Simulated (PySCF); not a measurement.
## Electron correlation in Cr²⁺ (chromium, charge +2)

[Ar] 3d3 4p1, one real determinant (an excited configuration). All numbers are calculated (PySCF 2.14, scalar relativity by spin-free X2C-1e, in x2c-QZVPPall). Frozen: [Ne]; 12 electrons correlated.

MP2 pair energies summed by pair of shells (mhartree):

| pair | energy | share (%) |
| --- | --- | --- |
| 3p-3d | -110.92 | 34.8 |
| 3p-3p | -106.55 | 33.4 |
| 3s-3p | -35.84 | 11.2 |
| 3s-3d | -21.26 | 6.7 |
| 3d-3d | -18.72 | 5.9 |
| 3p-4p | -11.40 | 3.6 |
| 3d-4p | -6.98 | 2.2 |
| 3s-3s | -6.54 | 2.0 |
| 3s-4p | -0.81 | 0.3 |

Total MP2 correlation energy: -319.02 mhartree.

Same-spin part -96.70 and opposite-spin part -222.31 mhartree; SCS-MP2 scales them by 1/3 and 6/5 to -299.01 mhartree.

The reference is one real determinant that mixes LS terms of this configuration.

This basis was not built for core-valence correlation, so the inner-shell part is incomplete.
